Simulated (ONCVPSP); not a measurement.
Configuration tests for cerium (Ce) (ONCV)

ONCVPSP 4.0.1 input, shortened (lines: element, Z, core and valence counts, functional; n l f; lmax; l rc ep ncon nbas qcut; lloc lpopt rc5 dvloc0; l nproj debl; icmod fcfact rcfact), revPBE, scalar-relativistic:

```
  Ce 58.00    8    6  -102130      upf
    1    0    2.00
    2    0    2.00
    2    1    6.00
    3    0    2.00
    3    1    6.00
    3    2   10.00
    4    0    2.00
    4    1    6.00
    4    2   10.00
    4    3    1.00
    5    0    2.00
    5    1    6.00
    5    2    1.50
    6    0    1.50
    3
    0    2.50    0.00    4    7    4.30
    1    2.70    0.00    3    6    4.90
    2    1.40    0.00    4    8   11.80
    3    0.85    0.00    3    6   15.10
    4    5    0.70    0.00
    0    2    0.40
    1    2    1.90
    2    2    0.50
    3    2    2.10
    1    0.50    0.00
```

Energies are relative to the spin-unpolarised reference configuration 4d10 4f1 5s2 5p6 5d1.5 6s1.5; without spin polarisation the order of configurations can differ from experiment.

| valence configuration | charge | ΔE all-electron (eV) | error AE − PS (meV) |
| --- | --- | --- | --- |
| 4d10 4f1 5s2 5p6 5d1 6s2 | 0 | -0.390 | +0.7 |
| 4d10 4f1 5s2 5p6 5d2 6s1 | 0 | 0.487 | -1.8 |

Question: What are ΔE and the potential's error for 4d10 4f1 5s2 5p6 5d1 6s0?

Answer: ΔE = 16.560 eV all-electron; the error (AE − PS) is -1.9 meV.

Question: What are ΔE and the potential's error for 4d10 4f1 5s2 5p6 5d1 6s1?

Answer: ΔE = 5.609 eV all-electron; the error (AE − PS) is +0.2 meV.

Levels in the configuration 4d10 4f1 5s2 5p6 5d1 6s2:

```json
{"level": "4d", "all-electron (eV)": "-110.487", "pseudo (eV)": "-110.461"}
{"level": "4f", "all-electron (eV)": "-5.352", "pseudo (eV)": "-5.336"}
{"level": "5s", "all-electron (eV)": "-40.579", "pseudo (eV)": "-40.563"}
{"level": "5p", "all-electron (eV)": "-23.224", "pseudo (eV)": "-23.221"}
{"level": "5d", "all-electron (eV)": "-3.025", "pseudo (eV)": "-3.026"}
{"level": "6s", "all-electron (eV)": "-3.702", "pseudo (eV)": "-3.701"}
```

Note: ghosts flagged at negative energy: s at -587.9 eV, p at -261.6 eV; GHOST(+) flagged for s at 31.4 eV. A true bound ghost makes a file unfit for plane-wave use.
